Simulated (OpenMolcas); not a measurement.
Ionisation energies of phosphorus

* Program: OpenMolcas
* Basis: ANO-RCC-VDZP [4s3p1d]
* Scalar Hamiltonian: DKH2, point nucleus
* Spin-orbit coupling: RASSI with atomic mean-field integrals over the reference wave functions, term energies averaged over their components

Active shells in each charge state: the valence s, p shells, with orbitals averaged over the low states. Where CASPT2's correlated closed shells are named, they are those of the first ion.

A. CASSCF
B. SS-CASPT2, IPEA 0.25 Eh, imaginary shift 0.1 Eh (closed shells correlated: 2s 2p)
C. SS-CASPT2, IPEA 0 Eh, imaginary shift 0.1 Eh (closed shells correlated: 2s 2p)

Energies in eV between the lowest computed levels (charge -1 gives the electron affinity), named as in B; reference values from the NIST Atomic Spectra Database with their kind.

| From | To | A | B | C | Spin-orbit share in B | Reference |
| --- | --- | --- | --- | --- | --- | --- |
| P- 3s2 3p4 3P2 | P 3s2 3p3 4S* 3/2 | -0.663 | -0.039 | -0.141 | +0.011 |  |
| P 3s2 3p3 4S* 3/2 | P+ 3s2 3p2 3P0 | 9.643 | 10.198 | 10.298 | -0.035 | 10.487 (measured) |
| P+ 3s2 3p2 3P0 | P2+ 3s2 3p 2P* 1/2 | 18.792 | 19.365 | 19.486 | -0.004 | 19.769 (semi-empirical) |
| P2+ 3s2 3p 2P* 1/2 | P3+ 3s2 1S0 | 29.121 | 29.720 | 29.837 | +0.040 | 30.203 (measured) |
| P3+ 3s2 1S0 | P4+ 3s 2S 1/2 | 51.105 | 51.142 | 51.143 | +0.000 | 51.444 (measured) |
| P4+ 3s 2S 1/2 | P5+ 2p6 1S0 | 64.375 | 64.390 | 64.391 | +0.000 | 65.025 (measured) |

Error against the reference values, in %:

| From | Reference | A | B | C |
| --- | --- | --- | --- | --- |
| P | measured | -8.0 | -2.8 | -1.8 |
| P+ | semi-empirical | -4.9 | -2.0 | -1.4 |
| P2+ | measured | -3.6 | -1.6 | -1.2 |
| P3+ | measured | -0.7 | -0.6 | -0.6 |
| P4+ | measured | -1.0 | -1.0 | -1.0 |

Mean absolute error over the 4 measured values: A 0.73 eV, B 0.43 eV, C 0.37 eV. C lies closest.

No diffuse functions were added, so the electron affinity comes out too small, and without dynamic correlation a bound anion can come out unbound.

* marks odd parity.
